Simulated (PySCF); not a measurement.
Work out the structure from these simulated measurements.

Formula: C6H10O2.

| Item | Value |
| --- | --- |
| NMR, other nuclei | isotropic shieldings of nuclei other than C and H, by class: -119 (1 O), 129 (1 O) ppm [GIAO PBE0/pcSseg-1] |
| Rotational structure | rotational constants A, B, C: 2.944, 2.138, 1.338 GHz [GFN2-xTB] |
| 1H NMR | chemical shifts (computed TMS as zero) by class: 4.63 (1 H), 4.34 (1 H), 2.24 (1 H), 1.95 (1 H), 1.81 (1 H), 1.60 (1 H), 1.40 (3 H), 1.30 (1 H) ppm [GIAO PBE0/pcSseg-1] |
| UV, first state | lowest singlet excitation: 5.60 eV (221 nm, f = 0.000) [TDDFT CAM-B3LYP/def2-SVPD] |
| Polarisability | 74.5 au [CAM-B3LYP/def2-SVPD] |
| Dipole | 4.90 D [CAM-B3LYP/def2-SVPD] |
| 13C NMR | chemical shifts (computed TMS as zero) by class: 175.1 (1 C), 71.7 (1 C), 39.8 (1 C), 33.1 (1 C), 27.8 (1 C), 20.5 (1 C) ppm [GIAO PBE0/pcSseg-1] |

Electronic properties: PySCF, gas phase, density fitting. Levels stand in brackets. NMR shifts are as computed; neighbouring signals can stand in another order in a measured spectrum. Geometry: GFN2-xTB, one conformer, isolated molecule. NMR values are class means; diastereotopic atoms form classes of their own.

**Question.** Give a SMILES that accounts for the data.

**Answer.** Numbering: `[CH3:1][C@@H:2]1[CH2:3][CH2:4][CH2:5][O:6][C:7]1=[O:8]`. Its formula, C6H10O2, gives 2 degrees of unsaturation: 1 ring and 1 π bond in the structure found. 6 carbons fall into 6 classes; from least to most shielded: ester carbonyl carbon [C7] (175.1 ppm), ring sp3 carbon bound to oxygen [C5] (71.7 ppm), sp3 carbon next to a carbonyl [C2] (39.8 ppm), ring CH2 carbon [C3] (33.1 ppm), ring CH2 carbon [C4] (27.8 ppm), methyl carbon [C1] (20.5 ppm). Hydrogen classes from least to most shielded: 1 H on an sp3 carbon bound to oxygen, C5 (4.63 ppm), 1 H on an sp3 carbon bound to oxygen, C5 (4.34 ppm), 1 H on an sp3 carbon next to a carbonyl, C2 (2.24 ppm), 1 H on a ring CH2 carbon, C3 (1.95 ppm), 1 H on a ring CH2 carbon, C4 (1.81 ppm), 1 H on a ring CH2 carbon, C4 (1.60 ppm), 3 H on a methyl carbon, C1 (1.40 ppm, a mean of values up to 1.5 ppm apart in this geometry), 1 H on a ring CH2 carbon, C3 (1.30 ppm). The other shieldings belong to: -119 ppm, ester carbonyl oxygen [O8]; 129 ppm, ester single-bonded oxygen [O6]. The optimised geometry has point group C1 and is an asymmetric top. Structure: alpha-methyl-delta-valerolactone, `C[C@@H]1CCCOC1=O`. Computed isomers that give other values at the same levels: `CO[C@@H]1C=C(C)CO1` (rotational constant A: 5.159 GHz; this holds for the one conformer computed); `C/C=C\COC(C)=O` (13C chemical shifts (computed TMS as zero) by class: 176.4 (1 C), 134.2 (1 C), 133.9 (1 C), 62.1 (1 C), 23.5 (1 C), 16.2 (1 C) ppm); `CCCC(=O)C(C)=O` (13C chemical shifts (computed TMS as zero) by class: 206.3 (1 C), 204.3 (1 C), 43.9 (1 C), 27.2 (1 C), 20.1 (1 C), 15.6 (1 C) ppm). The assignments are read from this structure; whether some other isomer fits the data as well wasn't checked. The mirror image fits equally.
